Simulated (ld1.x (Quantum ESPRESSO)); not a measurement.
**tungsten: TM pseudisation with PBEsol, scalar-relativistic reference atom.**

```
Element                 : tungsten
Generator               : ld1.x (Quantum ESPRESSO) 7.5
Type                    : norm-conserving Troullier–Martins (Kleinman–Bylander form)
Functional              : PBEsol
Relativity              : scalar-relativistic
Frozen core             : [Kr] 4d10 4f14 5s2
Valence charge          : 12
Reference configuration : 5p6 5d5 6s1 6p0
Partial waves           : 5p (bound): rc 2.05 bohr; 5d (bound): rc 2.60 bohr; 6s (bound): rc 2.15 bohr
Local potential         : the s channel
Core correction         : Bessel-smoothed model core, default radius (core density twice the valence density)
```

All-electron outer shells of the reference configuration (PBEsol, scalar-relativistic, ld1.x):

```json
{"shell": "5s", "level (eV)": "-77.17", "outermost node (bohr)": "0.53", "outermost maximum (bohr)": "0.96"}
{"shell": "5p", "level (eV)": "-41.42", "outermost node (bohr)": "0.57", "outermost maximum (bohr)": "1.09"}
{"shell": "4f", "level (eV)": "-31.27", "outermost node (bohr)": "–", "outermost maximum (bohr)": "0.43"}
{"shell": "6s", "level (eV)": "-5.18", "outermost node (bohr)": "1.28", "outermost maximum (bohr)": "2.71"}
{"shell": "5d", "level (eV)": "-3.34", "outermost node (bohr)": "0.63", "outermost maximum (bohr)": "1.52"}
{"shell": "6p", "level (eV)": "-1.10", "outermost node (bohr)": "1.55", "outermost maximum (bohr)": "3.89"}
```

Results:

```
Cutoffs needed           : 30 Ry and 45 Ry (the cutoffs (Ry, on a coarse ladder) from which the occupation-weighted sum of valence levels, in a spherical-Bessel basis at the reference potential, stays within 10 and 1 mRy of its value at 400 Ry)
Ghost test               : no extra level below or beside the all-electron valence levels (p, d, s, f tested) (spherical-Bessel basis up to 400 Ry, 20 bohr box)
Largest excitation error : -473 meV (all-electron minus pseudo) for 5p6 5d4 6s1 6p1, out of 7 test configurations
```

Generation and tests took about 3.1 s on one core of a shared server CPU.
